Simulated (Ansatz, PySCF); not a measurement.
This PySCF input computes a SVWN5/def2-TZVPD energy:

```python
from pyscf import gto, scf, dft

mol = gto.M(
    atom='''
    Si    0.11351339   -0.04102433   -0.01253910
    C     1.79490596   -0.52804155   -0.18094644
    N    -0.73588216   -1.16618853    1.06213071
    N    -1.17330446    0.01335339   -1.28383529
    N     0.02737024    1.65368649    0.49715217
    H     2.53232947    0.16143878   -0.58968908
    H     2.08069301   -1.57468804   -0.26772853
    H    -1.67992958   -0.88996772    1.30131228
    H    -0.21758897   -1.34668899    1.91084648
    H    -1.42665284   -0.93118544   -1.55544516
    H    -0.82653188    0.46319088   -2.12485218
    H     0.91848861    2.08352672    0.69553556
    H    -0.56671647    2.27100424   -0.03688649
    ''',
    basis='def2-tzvpd',
    charge=-1,
    spin=0,
    verbose=4,
)

mf = dft.RKS(mol, xc='svwn').density_fit(auxbasis='def2-universal-jkfit')
mf.grids.level = 3
mf.conv_tol = 1e-9
mf.max_cycle = 100
mf.max_memory = 1500
mf.kernel()
if not mf.converged:
    mf = mf.newton()
    mf.kernel(mf.make_rdm1())
mf.analyze()
```

Question: Write an input for the same energy in Ansatz (a first-principles code) and say what it gives.

Answer: 
Ansatz 0.2 input:
```yaml
crystal:
  periodic: [false, false, false]
  atoms:
    - {symbol: Si, position_ang: [0.11351339, -0.04102433, -0.01253910]}
    - {symbol: C, position_ang: [1.79490596, -0.52804155, -0.18094644]}
    - {symbol: N, position_ang: [-0.73588216, -1.16618853, 1.06213071]}
    - {symbol: N, position_ang: [-1.17330446, 0.01335339, -1.28383529]}
    - {symbol: N, position_ang: [0.02737024, 1.65368649, 0.49715217]}
    - {symbol: H, position_ang: [2.53232947, 0.16143878, -0.58968908]}
    - {symbol: H, position_ang: [2.08069301, -1.57468804, -0.26772853]}
    - {symbol: H, position_ang: [-1.67992958, -0.88996772, 1.30131228]}
    - {symbol: H, position_ang: [-0.21758897, -1.34668899, 1.91084648]}
    - {symbol: H, position_ang: [-1.42665284, -0.93118544, -1.55544516]}
    - {symbol: H, position_ang: [-0.82653188, 0.46319088, -2.12485218]}
    - {symbol: H, position_ang: [0.91848861, 2.08352672, 0.69553556]}
    - {symbol: H, position_ang: [-0.56671647, 2.27100424, -0.03688649]}
basis:
  gaussian:
    orbitals: def2-TZVPD
hamiltonian:
  xc: {name: SVWN5}
total_charge: -1
output: {forces: true}
```
It gives -493.96689 Eh, and PySCF -493.96699 Eh, a difference of 0.10 mEh, from the treatment of integrals and grids.

It need not be the lowest isomer of its formula. Whether it binds its extra electron was not tested at this geometry.
